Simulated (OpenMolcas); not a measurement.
Cr3+: effect of the ligand basis

Cr3+ with 4 ligands (chloride) in tetrahedral coordination (Td) at 2.25 Å. A charge of +0.25 e stands 3.2 Å behind each ligand.

| Property | Result |
| --- | --- |
| Program | OpenMolcas 26.06 |
| Method | SS-CASPT2, IPEA 0.25 Eh, imaginary shift 0.1 Eh (closed shells correlated: 3s 3p and the ligand valence shells) |
| Spin-orbit coupling | state interaction with AMFI integrals over the reference wave functions |

Fixed: metal basis ANO-RCC-VTZP, active space 3 electrons in 5 orbitals (3d), DKH2 Hamiltonian.

States (labels of Td). Energies in cm-1 above the lowest state or level, χT in cm3 K/mol; under a threefold ground state the first gap can be a small split of the lowest multiplet, not the spin-orbit step.

```
Run  Ligand basis  Ground state  First state of that spin  First gap with spin-orbit (degeneracies)  χT at 300 K  First state of another spin                     Cost
  A  ANO-RCC-VDZP           4T1                  4T2 4940                                 28 (4, 2)        1.471                      2E 7420   roughly 4 core-minutes
  B  ANO-RCC-VTZP           4T1                  4T2 4870                                 28 (4, 2)        1.467                      2E 7610  roughly 23 core-minutes
```

Against A, the first state of the same spin changes by -1.4 % in B.

Costs are those of the CASPT2 steps.

Roots that are degenerate in the reference are averaged as groups; the widest CASPT2 spread within a group is 660 cm-1 (the 3-fold group of multiplicity 4 near 4940 cm-1 above the lowest state of its run, A). Shifts and gaps below about the spread of the groups concerned are not significant. Over all roots computed the reference weight is 0.70 to 0.73 in A, 0.68 to 0.71 in B; a low but even weight reflects the number of correlated electrons. An orbital triplet at a regular site is open to Jahn-Teller coupling, which can distort the site and quench the lowest spin-orbit gaps and is left out. Ligand-to-metal charge-transfer states are missing. These CASPT2 states fit no ligand-field parameters well, so their order and spin gaps are uncertain. With no ligand orbital active B as a rule stays too high, so bands that hang on it stand too high and its fall with covalency is understated. With one d shell and no ligand orbital active, 10Dq can be off by a tenth or more. No measured value stands beside these numbers; the geometry is a model, was not optimised and need not be the one that this ion takes.
